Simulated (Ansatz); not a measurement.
Reaction (ligand exchange at the Si–O bond): `[SiH3][O][In]([SH])[O][SiH3]` + `C[SiH](N)O` → `C[SiH](N)O[SiH3]` + `[OH][In]([SH])[O][SiH3]`

Computed with Ansatz on PBE0-D4/def2-TZVP structures; ΔE is electronic, products minus reactants. CCSD(T)/CBS is the MP2 limit (def2-TZVPP, def2-QZVPP) plus CCSD(T) − MP2 in def2-TZVPP, frozen cores. DFT in def2-TZVPP. B3LYP here is the variant with VWN-RPA as its local correlation; programs differ in this. def2 core potentials past Kr. For In outer-core shells are correlated without core-valence functions, which leaves a few kJ/mol of doubt a bond. One conformer a species, not always the lowest.

```json
{"level": "PBE-D4", "ΔE (kJ/mol)": "-9.9", "difference from CCSD(T)/CBS": "-5.2"}
{"level": "B3LYP-D4", "ΔE (kJ/mol)": "-8.6", "difference from CCSD(T)/CBS": "-3.9"}
{"level": "B3LYP", "ΔE (kJ/mol)": "-9.2", "difference from CCSD(T)/CBS": "-4.5"}
{"level": "MP2/def2-TZVPP", "ΔE (kJ/mol)": "-4.5", "difference from CCSD(T)/CBS": "0.2"}
{"level": "SCS-MP2/def2-TZVPP", "ΔE (kJ/mol)": "-4.4", "difference from CCSD(T)/CBS": "0.3"}
{"level": "CCSD(T)/def2-TZVPP", "ΔE (kJ/mol)": "-4.0", "difference from CCSD(T)/CBS": "0.7"}
{"level": "HF/def2-QZVPP", "ΔE (kJ/mol)": "-2.3", "difference from CCSD(T)/CBS": "2.4"}
{"level": "MP2/def2-QZVPP", "ΔE (kJ/mol)": "-4.9", "difference from CCSD(T)/CBS": "-0.2"}
{"level": "MP2/CBS(def2)", "ΔE (kJ/mol)": "-5.2", "difference from CCSD(T)/CBS": "-0.5"}
{"level": "CCSD/CBS(def2)", "ΔE (kJ/mol)": "-4.4", "difference from CCSD(T)/CBS": "0.3"}
{"level": "CCSD(T)/CBS", "ΔE (kJ/mol)": "-4.7", "difference from CCSD(T)/CBS": "0"}
```

Largest T1 diagnostic among the species: 0.016.
